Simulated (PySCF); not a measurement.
5-fluorocyclopenta-1,3-diene (C₅H₅F), SMILES FC1C=CC=C1. Atoms are numbered in the order given.

```xyz
11

F     -1.9288    -0.3516     0.0000
C     -0.7456     0.3585     0.0000
C      0.1509     0.0991    -1.1892
C      1.4025    -0.1155    -0.7408
C      1.4025    -0.1155     0.7408
C      0.1509     0.0991     1.1892
H     -1.0078     1.4392     0.0000
H     -0.1926     0.1529    -2.2221
H      2.2921    -0.2674    -1.3545
H      2.2921    -0.2674     1.3545
H     -0.1926     0.1529     2.2221
```
Charge 0, spin multiplicity 1.

Geometry optimised at B3LYP-D3(BJ)/def2-SVP. The values are those of a single conformer.

All values below come from PBE/pcSseg-1 (PySCF).

GIAO shieldings, no solvent; atoms alike by connectivity are averaged. δ = σ(ref) − σ: ¹⁹F against CFCl3 (σ = 133.6 ppm); ¹³C against TMS (σ = 182.0 ppm); ¹H against TMS (σ = 31.49 ppm), references at their B3LYP-D3(BJ)/def2-TZVP geometries, non-relativistic.

```json
[
 {"atoms": "F1", "nucleus": "¹⁹F", "count": "1", "δ (ppm)": "___"},
 {"atoms": "C3, C6", "nucleus": "¹³C", "count": "2", "δ (ppm)": "144.3"},
 {"atoms": "C4, C5", "nucleus": "¹³C", "count": "2", "δ (ppm)": "___"},
 {"atoms": "C2", "nucleus": "¹³C", "count": "1", "δ (ppm)": "107.0"},
 {"atoms": "H8, H11", "nucleus": "¹H", "count": "2", "δ (ppm)": "6.86"},
 {"atoms": "H9, H10", "nucleus": "¹H", "count": "2", "δ (ppm)": "___"},
 {"atoms": "H7", "nucleus": "¹H", "count": "1", "δ (ppm)": "6.02"}
]
```

Task: What belongs in the gaps? (Estimate from the structure and the level; the computed values follow.)

Result: 
- F1, δ (ppm): -270.0
- H9, H10, δ (ppm): 6.66
- C4, C5, δ (ppm): 140.6
